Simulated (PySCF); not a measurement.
# Nuclear quadrupole coupling in `C/N=C\COC[Si@H](C)[SiH3]`

Compound: C₅H₁₅NOSi₂.
Cartesian coordinates in Å at the GFN2-xTB level; atoms count from 1:
```
atom  x, y, z in Å
C1     4.4899    0.2606    0.1684
N2     3.6268   -0.0241   -0.9376
C3     2.4061    0.2620   -0.9523
C4     1.5599    0.9338    0.1030
O5     0.1886    0.9113   -0.2082
C6    -0.4239   -0.3507   -0.0267
Si7   -2.2438   -0.1294   -0.5827
C8    -2.9733    1.2966    0.4463
Si9   -3.4112   -2.1130   -0.2930
H10    4.9979   -0.6674    0.4339
H11    4.0017    0.6791    1.0545
H12    5.2505    0.9597   -0.1825
H13    1.8671    0.0095   -1.8607
H14    1.8364    1.9933    0.1654
H15    1.7321    0.4693    1.0887
H16   -0.3378   -0.6573    1.0269
H17    0.0886   -1.1202   -0.6188
H18   -2.1674    0.3157   -1.9865
H19   -3.0450    1.0338    1.4992
H20   -3.9713    1.5566    0.1044
H21   -2.3523    2.1848    0.3713
H22   -2.8423   -3.2419   -1.0354
H23   -4.7977   -1.9810   -0.7471
H24   -3.4911   -2.5614    1.1026
```

Field gradients from the PBE0/pcSseg-1 density (PySCF, non-relativistic), principal values in atomic units, ordered |Vxx| ≤ |Vyy| ≤ |Vzz|:

```csv
atom,Vxx,Vyy,Vzz
N2,0.3952,0.7430,-1.1382
O5,-0.0239,-2.0312,2.0551
```

Problem. Find the asymmetry η = (Vxx − Vyy)/Vzz and the couplings χ = eQV/h (234.96 MHz × Q in barn × V in au), with Q(14N) = 0.02044 b, Q(17O) = −0.0256 b.

Solution. 
| atom | environment | nucleus | η | χzz (MHz) | χxx (MHz) | χyy (MHz) |
| --- | --- | --- | --- | --- | --- | --- |
| N2 | imine nitrogen | 14N | 0.31 | -5.47 | 1.90 | 3.57 |
| O5 | ether oxygen | 17O | 0.98 | -12.36 | 0.14 | 12.22 |

At O5 η is above 0.9: Vyy and Vzz are nearly equal in size and opposite in sign, so a small change could swap them and flip the sign of χzz. 

Problem. What is Vzz at O5 in SI units (1 au = 9.71736 × 10²¹ V/m²)?

Solution. 2.0551 au = 19.970 × 10²¹ V/m².

Problem. And the gradient at the other heavy atoms, for which no coupling is worked out here?

Solution. 
| atom | environment | Vzz (au) | η |
| --- | --- | --- | --- |
| C1 | N-methyl carbon | 0.196 | 0.07 |
| C3 | imine carbon | 0.359 | 0.36 |
| C4 | sp3 carbon bound to oxygen | 0.347 | 0.12 |
| C6 | sp3 carbon bound to oxygen | 0.399 | 0.32 |
| Si7 | SiH silicon | 0.101 | 0.82 |
| C8 | Si-methyl carbon | 0.022 | 0.64 |
| Si9 | SiH3 silicon | -0.052 | 0.43 |

Were the hydrogens deuterons (Q(2H) = 0.00286 b), χzz would run from 105 kHz (H18) to 218 kHz (H20).

The structure is a single GFN2-xTB conformer in the gas phase; no vibrational or solvent corrections. GFN2-xTB bond lengths can be off by several hundredths of an ångström, more for odd bonds, and the gradients follow them. With so small a basis the couplings can be 20 % off.

The run behind these numbers computed NMR shieldings as well. Hardware: one thread, Arm Neoverse N1 (aarch64), no GPU, shared host with 64 logical CPUs at a one-minute load of 61. Cost: 1.8 min wall, 1.1 GiB resident at most.
